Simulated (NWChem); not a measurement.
C₄H₃ClO; SMILES o1c(Cl)ccc1

All runs: NWChem. All runs use the structure optimised with PBE0/def2-SVP.

Question: What does the run give for Hartree-Fock/def2-SVP? Quantities: highest occupied level (eV); orbital gap (eV); dipole (D).

Answer: 
```yaml
highest occupied level (eV): -8.77
orbital gap (eV): 12.75
dipole (D): 1.85
```
